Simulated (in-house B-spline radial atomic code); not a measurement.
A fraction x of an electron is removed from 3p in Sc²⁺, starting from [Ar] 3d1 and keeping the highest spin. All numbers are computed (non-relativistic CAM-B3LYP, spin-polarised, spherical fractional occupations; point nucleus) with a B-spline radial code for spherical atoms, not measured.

Caution: exact exchange at fractional occupations of open shells leaves self-interaction of up to several eV.

```
   x  E(x) - E(0) (eV)  3p down level (eV)
   0            0.0000             -52.730
0.03            1.5875             -53.101
 0.2           10.7955             -55.239
0.28           15.2556             -56.265
0.41                 ?                   ?
 0.5           27.9492             -59.144
0.61           34.5357             -60.612
0.74           42.5292             -62.369
0.78           45.0348             -62.914
0.92                 ?                   ?
   1           59.2085             -65.948
```

Question: What belongs in the row x = 0.41?

Answer: An energy change of 22.6798 eV; 3p down at -57.957 eV.

Question: What belongs in the row x = 0.92?

Answer: An energy change of 53.9771 eV; 3p down at -64.838 eV.

Question: Check Janak's theorem between x = 0.03 and 0.2.

Answer: The slope of the energy is 54.16 eV; the orbital levels give 54.17 eV (-ε of the emptying orbital, averaged over the two points).
